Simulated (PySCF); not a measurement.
# Identify the compound

The spectra below were simulated for a compound C$_{8}$H$_{7}$FS.

¹H NMR (500 MHz, computed): δ 7.12 (m, 1H), 6.86 (m, 1H), 6.47 (d, 1H), 6.18 (m, 1H), 5.75 (m, 1H), 5.19 (m, 1H), 4.25 (br s, 1H).

¹³C{¹H} NMR (computed): δ 152.8 (C), 131.1 (CH), 126.9 (C), 120.2 (CH), 119.0 (CH), 118.1 (C), 106.5 (CH2), 101.7 (CH).

- coordinates at the PBE0-D3(BJ)/def2-SVP level
- GIAO KT3/pcSseg-1 shieldings
- code: PySCF
- non-relativistic, one conformer, no solvent model

Shifts are taken against calculated references (same method and geometry level): ¹H (31.32 ppm), ¹³C (182.31 ppm) vs TMS.

Question: Propose a structure and justify it.

Answer: 
1. Rings plus π bonds: 5.
2. 8 carbon signals for 8 carbons: no two carbons are equivalent.
3. Carbon types of the structure: 3 × C, 4 × CH, 1 × CH2, leaving 1 H on heteroatoms.
4. δC 152.8: aromatic carbon bearing fluorine; an ipso carbon deshielded by its heteroatom.
5. δC 131.1: alkene CH; as expected for a trigonal carbon in a double bond.
6. δC 126.9: substituted aromatic carbon.
7. δC 120.2, 119.0, 101.7: aromatic CH.
8. δC 118.1: aromatic carbon bearing sulfur.
9. δC 106.5: terminal =CH2 carbon; an sp2 carbon of a C=C bond.
10. δH 6.18: hydrogen on an alkene CH; olefinic region.

The compound is SMILES c1(S)ccc(C=C)cc1F.

The data come from this structure; uniqueness wasn't tested.

Exchangeable OH/NH protons stand at their gas-phase positions; hydrogen bonding in a real sample shifts them, mostly to higher δ. Splittings by ¹⁹F in the carbon and heteronuclear signals aren't shown, as no couplings were computed. Shifts are as computed, not scaled to solution data. Of 1211 compounds with measured shifts, 218 miss one by over three times the rms of a fit or turn the order of signals round; such compounds aren't used in these exercises. No couplings were computed; multiplicities are counted from neighbouring protons, with m where these are inequivalent, close in shift, in a saturated or five-membered ring or joined by F or P, and br s for small geminal =CH2 splittings.
